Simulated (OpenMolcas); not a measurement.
**Nb3+: ligand-field states by method**

Nb3+ with its 6 nearest oxide ions at 2.102 Å, on the Mg site of MgO (a = 4.2112 Å, distance in the model lattice 2.106 Å). The rest of the host is ab initio model potentials to 7.6 Å, with orthogonalisation functions on the cations behind the ligands, and point charges beyond; the distance is set by hand and nothing relaxes, and no local charge compensation is placed. Ligand basis ANO-RCC-VDZP.
```
Nb    0.0000    0.0000    0.0000
O     2.1020    0.0000    0.0000
O     0.0000    2.1020    0.0000
O    -2.1020    0.0000    0.0000
O     0.0000   -2.1020    0.0000
O     0.0000    0.0000    2.1020
O     0.0000    0.0000   -2.1020
```

```
Program             : OpenMolcas
Basis               : ANO-RCC-VDZP [6s5p3d1f]
Scalar Hamiltonian  : DKH2, point nucleus
Active space        : 2 electrons in 5 orbitals (4d)
State averaging     : 2S+1 = 3 even, 10 roots; 2S+1 = 1 even, 15 roots
Spin-orbit coupling : RASSI with atomic mean-field integrals over the reference wave functions
```

I. CASSCF
II. SS-CASPT2, IPEA 0.25 Eh, imaginary shift 0.1 Eh (closed shells correlated: 4s 4p and the ligand valence shells)

Spin-free states (labels of O, the rotations of Oh) in cm-1, each column counted from its own energy of the first state listed:

```
State  Degeneracy      I     II
  3T1           3      0      0
  1T2           3   8698   6570
   1E           2   8744   6730
  1A1           1  20442  15840
  3T2           3  35219  35660
  3T1           3  43165  41710
  1T2           3  44784  42790
  1T1           3  47434  44830
  3A2           1  72156  72800
   1E           2  82935  80200
  1A1           1  94438  89060
```

From I to II, I's first state of the same spin (3T2) moves from 35219 to 35660 cm-1, by about +440 cm-1.

From I to II, I's first state of another spin (1T2) moves from 8698 to 6570 cm-1, by about -2100 cm-1.

I: A least-squares ligand-field fit to the states below 45000 cm-1, each weighted by its degeneracy and with a free common offset, gives 10Dq = 36611 cm-1, B = 641 cm-1 and C = 2269 cm-1 (C/B = 3.54), with an rms deviation of 83 cm-1. The same method and metal basis give the free ion B = 760 cm-1 (fit to its terms below 60000 cm-1, rms deviation 30 cm-1), so the nephelauxetic ratio is β = 641 / 760 = 0.84; it hangs on how both fits weigh the states, and computed free-ion B values tend to be too large, so β mixes covalency with correlation.

II: A least-squares ligand-field fit to the states below 45000 cm-1, each weighted by its degeneracy and with a free common offset, gives 10Dq = 36684 cm-1, B = 496 cm-1 and C = 1698 cm-1 (C/B = 3.42), with an rms deviation of 106 cm-1. The same method and metal basis give the free ion B = 703 cm-1 (fit to its terms below 60000 cm-1, rms deviation 565 cm-1), so the nephelauxetic ratio is β = 496 / 703 = 0.71; it hangs on how both fits weigh the states, and computed free-ion B values tend to be too large, so β mixes covalency with correlation.

From I to II, 10Dq changes by 0 %, B by -23 % and C by -25 %.

χT at 300 K: I 0.54, II 0.54 cm3 K/mol.

Roots that are degenerate in the reference are averaged as groups; the widest CASPT2 spread within a group is 110 cm-1 (the 3-fold group of multiplicity 1 near 44800 cm-1 above the lowest state of its run, II). Shifts and gaps below about the spread of the groups concerned are not significant. Over all roots computed the reference weight is 0.70 to 0.71 in II; a low but even weight reflects the number of correlated electrons. An orbital triplet at a regular site is open to Jahn-Teller coupling, which can distort the site and quench the lowest spin-orbit gaps and is left out. The least metal-like active orbital is 77 % on the metal (Löwdin) and no ligand orbital is active, so the numbers are rough. Ligand-to-metal charge-transfer states are missing. With no ligand orbital active B as a rule stays too high, so bands that hang on it stand too high and its fall with covalency is understated. Without dynamic correlation the repulsion within the d shell is too large (B by tens of per cent), so at a given field states of lower spin stand too high (holds for I). With metal d orbitals alone the field can be off either way by tens of per cent (holds for I). With one d shell and no ligand orbital active, 10Dq can be off by a tenth or more (holds for II). No measured value stands beside these numbers; the geometry was set by hand and not optimised.
